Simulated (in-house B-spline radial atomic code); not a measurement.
The numbers below are computed, except where a source is named.
Weak and strong correlation along the adiabatic connection

Two-electron singlets in several external potentials (atomic units), by full CI in B-splines with partial waves to l = 8 (correlation energies up to 0.6 % small). The repulsion is scaled by λ at fixed density; W(λ) is the mean repulsion less the Hartree energy, W(0) = E_x, and the area under W from 0 to 1 is E_xc.

Relative drop (W(λ) − E_x)/E_x:

```json
{"system": "−Z exp(−kr)/r, Z = 1.42, k = 0.08", "λ = 0.12": "0.0178", "λ = 0.25": "0.0355", "λ = 0.4": "0.0541", "λ = 0.6": "0.0762", "λ = 0.8": "0.0957", "λ = 1": "0.1130"}
{"system": "ω²r²/2, ω = 0.399", "λ = 0.12": "0.0251", "λ = 0.25": "0.0491", "λ = 0.4": "0.0731", "λ = 0.6": "0.1004", "λ = 0.8": "0.1231", "λ = 1": "0.1424"}
{"system": "−Z exp(−kr)/r, Z = 1.71, k = 0.0968", "λ = 0.12": "0.0136", "λ = 0.25": "0.0274", "λ = 0.4": "0.0422", "λ = 0.6": "0.0602", "λ = 0.8": "0.0766", "λ = 1": "0.0915"}
{"system": "−Z/r, Z = 6.11, wall at 3.08 bohr", "λ = 0.12": "0.0031", "λ = 0.25": "0.0064", "λ = 0.4": "0.0101", "λ = 0.6": "0.0150", "λ = 0.8": "0.0198", "λ = 1": "0.0245"}
{"system": "ω²r²/2 − Z/r, ω = 1.03, Z = 3", "λ = 0.12": "0.0062", "λ = 0.25": "0.0128", "λ = 0.4": "0.0201", "λ = 0.6": "0.0294", "λ = 0.8": "0.0383", "λ = 1": "0.0467"}
{"system": "empty sphere, radius 4.85 bohr", "λ = 0.12": "0.0378", "λ = 0.25": "0.0718", "λ = 0.4": "0.1038", "λ = 0.6": "0.1376", "λ = 0.8": "0.1639", "λ = 1": "0.1849"}
{"system": "−Z/r, Z = 2.05, wall at 2.35 bohr", "λ = 0.12": "0.0093", "λ = 0.25": "0.0189", "λ = 0.4": "0.0294", "λ = 0.6": "0.0425", "λ = 0.8": "0.0547", "λ = 1": "0.0661"}
```

(1) Order the systems by how far second-order (GL2) theory, half the initial slope (estimated from the first points of each curve), overshoots the correlation energy, least first.
A. −Z/r, Z = 2.05, wall at 2.35 bohr
B. −Z exp(−kr)/r, Z = 1.71, k = 0.0968
C. empty sphere, radius 4.85 bohr
D. −Z/r, Z = 6.11, wall at 3.08 bohr
E. ω²r²/2 − Z/r, ω = 1.03, Z = 3
F. ω²r²/2, ω = 0.399
G. −Z exp(−kr)/r, Z = 1.42, k = 0.08

(2) What else changes along this order?

Answers

(1) D (GL2/E_c = 1.04), E (GL2/E_c = 1.09), A (GL2/E_c = 1.13), B (GL2/E_c = 1.18), G (GL2/E_c = 1.24), F (GL2/E_c = 1.36), C (GL2/E_c = 1.53).

(2) The ratio follows the bend of the curve. With it the leading natural occupation goes from 1.998 to 1.887 and −T_c/E_c from 0.96 to 0.65 between the first and the last.
